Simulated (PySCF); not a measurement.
## Radial density of Bi⁺ (bismuth, charge +1)

PW91, [Xe] 4f14 5d10 6s1 6p3, 6s spin antiparallel (an excited configuration). Calculation: PySCF 2.14, in aug-cc-pVTZ-PP with one added diffuse shell each of d, f type with ECP60MDF (6s5p5d3f, 67 functions); scalar relativity through the core potential. This is the valence pseudo-density: the core potential removes the inner electrons and smooths the orbitals near the nucleus.

```json
{"r (bohr)": "0.00953", "4πr²ρ (e/bohr)": "1.510e-05", "4πr²(ρα − ρβ)": "0.0000"}
{"r (bohr)": "0.0160", "4πr²ρ (e/bohr)": "3.699e-05", "4πr²(ρα − ρβ)": "0.0000"}
{"r (bohr)": "0.0270", "4πr²ρ (e/bohr)": "7.264e-05", "4πr²(ρα − ρβ)": "0.0000"}
{"r (bohr)": "0.0453", "4πr²ρ (e/bohr)": "0.0001015", "4πr²(ρα − ρβ)": "0.0000"}
{"r (bohr)": "0.0763", "4πr²ρ (e/bohr)": "0.0001852", "4πr²(ρα − ρβ)": "0.0000"}
{"r (bohr)": "0.128", "4πr²ρ (e/bohr)": "0.001081", "4πr²(ρα − ρβ)": "0.0000"}
{"r (bohr)": "0.216", "4πr²ρ (e/bohr)": "0.01590", "4πr²(ρα − ρβ)": "0.0000"}
{"r (bohr)": "0.363", "4πr²ρ (e/bohr)": "0.5184", "4πr²(ρα − ρβ)": "-0.0026"}
{"r (bohr)": "0.611", "4πr²ρ (e/bohr)": "10.93", "4πr²(ρα − ρβ)": "0.0373"}
{"r (bohr)": "1.03", "4πr²ρ (e/bohr)": "20.02", "4πr²(ρα − ρβ)": "-0.0043"}
{"r (bohr)": "1.73", "4πr²ρ (e/bohr)": "5.615", "4πr²(ρα − ρβ)": "0.2522"}
{"r (bohr)": "2.91", "4πr²ρ (e/bohr)": "1.543", "4πr²(ρα − ρβ)": "0.9600"}
{"r (bohr)": "4.89", "4πr²ρ (e/bohr)": "0.1336", "4πr²(ρα − ρβ)": "0.1231"}
{"r (bohr)": "8.22", "4πr²ρ (e/bohr)": "0.0009164", "4πr²(ρα − ρβ)": "0.0009"}
```

Energies and moments cover only the electrons outside the core potential. Spin-orbit coupling, which splits the p, d and f shells strongly at this Z, is absent. Spin-orbit coupling is strong in this species (close to jj coupling), so the high-spin LS determinant is a model state, not a physical level. With the s spin flipped the determinant is a mixture of two multiplicities, not a spectroscopic state.
